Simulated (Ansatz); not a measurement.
Coupled-cluster diagnostics for ZrSi₆⁻ (the lowest doublet isomer of a short search), Ansatz.

Geometry of the doublet (B3LYP-D4/def2-SVPD):

```xyz
7

Zr    0.383    1.545   -0.601
Si   -0.669   -1.333    0.515
Si   -1.582    1.039    0.998
Si    0.667    0.531    1.942
Si   -1.492    0.025   -1.531
Si    0.784   -0.947   -1.728
Si    1.909   -0.859    0.405
```

In the def2 sets Zr takes a core potential; there is no spin–orbit coupling. Correlated methods freeze 30 core orbitals; core or outer-core shells of Zr are correlated, in sets that lack core-valence functions. The structure comes from a short search, and lower isomers may exist.

Geometry of the charge -1 quartet (B3LYP-D4/def2-SVPD):

| atom | x (Å) | y (Å) | z (Å) |
| --- | --- | --- | --- |
| Zr1 | 0.898 | -1.084 | -1.043 |
| Si2 | -0.992 | 0.865 | 0.966 |
| Si3 | -1.718 | -0.417 | -1.118 |
| Si4 | -0.252 | 1.418 | -1.675 |
| Si5 | -0.641 | -1.660 | 1.100 |
| Si6 | 1.372 | -0.456 | 1.670 |
| Si7 | 1.334 | 1.334 | 0.101 |

(1) Estimate the CCSD(T) correlation energy, the shares of MP2 and (T), T1 and the reference's ⟨S²⟩ for: charge -1, doublet, own geometry in def2-SVPD; charge -1, quartet, own geometry in def2-SVPD; charge 0, singlet, vertical in def2-SVPD; and the rough time on 4 threads of Arm Neoverse V1 on a shared host.

Results:

(1) 
```csv
state,basis,correlation (eV),MP2 share (%),(T) share (%),T1,⟨S²⟩ (pure),wall time,remarks
"charge -1, doublet, own geometry",def2-SVPD,-26.884,95.4,9.0,0.041,0.87 (0.75),3.7 min,–
"charge -1, quartet, own geometry",def2-SVPD,-25.757,92.8,8.5,0.057,3.88 (3.75),5 min,"large T1, spin-contaminated"
"charge 0, singlet, vertical",def2-SVPD,-26.933,96.7,9.5,0.037,0.00 (0.00),69 s,restricted SCF unstable
```
Customary marks for T1 are 0.02 (closed shells), 0.045 (open shells) and about 0.05 (3d metals). T1 exceeds 0.02 in 3 of 3 rows and 0.045 in 1; the higher it lies, the less the single-reference result can be trusted.
